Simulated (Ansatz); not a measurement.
Reaction (formal exchange of groups at the Si–H bond): `Cl[SiH]1CO1` + `[SiH3]O/C=C\Br` → `[SiH3]O[Si]1(Cl)CO1` + `C=CBr`

Computed with Ansatz on PBE0-D4/def2-TZVP structures; ΔE is electronic, products minus reactants. CCSD(T)/CBS adds triple-zeta CCSD(T) − MP2 to the extrapolated MP2 energy (def2 sets, frozen cores). DFT in def2-TZVPP. B3LYP here is the variant with VWN-RPA as its local correlation; programs differ in this. For Br outer-core shells are correlated without core-valence functions, which leaves a few kJ/mol of doubt a bond. Scalar relativity is left out up to krypton. One conformer a species, not always the lowest.

```json
{"level": "B3LYP-D4", "ΔE (kcal/mol)": "-44.7"}
{"level": "ωB97X-V", "ΔE (kcal/mol)": "-44.2"}
{"level": "r2SCAN", "ΔE (kcal/mol)": "-44.3"}
{"level": "PBE0", "ΔE (kcal/mol)": "-42.3"}
{"level": "MP2/def2-TZVPP", "ΔE (kcal/mol)": "-47.0"}
{"level": "SCS-MP2/def2-TZVPP", "ΔE (kcal/mol)": "-46.8"}
{"level": "HF/def2-QZVPP", "ΔE (kcal/mol)": "-49.1"}
{"level": "HF/CBS(def2)", "ΔE (kcal/mol)": "-49.1"}
```

**Question.** What does CCSD(T)/CBS give? (Estimate.)

**Answer.** Computed: -46.8 kcal/mol. The listed levels differ from it by 2.1, 2.6, 2.5, 4.5, -0.2, 0.0, -2.3, -2.3 kcal/mol.

Largest T1 diagnostic among the species: 0.013.

From PBE to PBE0 (25 % exact exchange), in def2-TZVPP and without D4, ΔE moves by −2.4 kcal/mol. In def2-TZVPP, CCSD(T) changes the Hartree–Fock value by +2.8 kcal/mol (the triples alone add +0.8 kcal/mol) and MP2 by +1.9 kcal/mol.
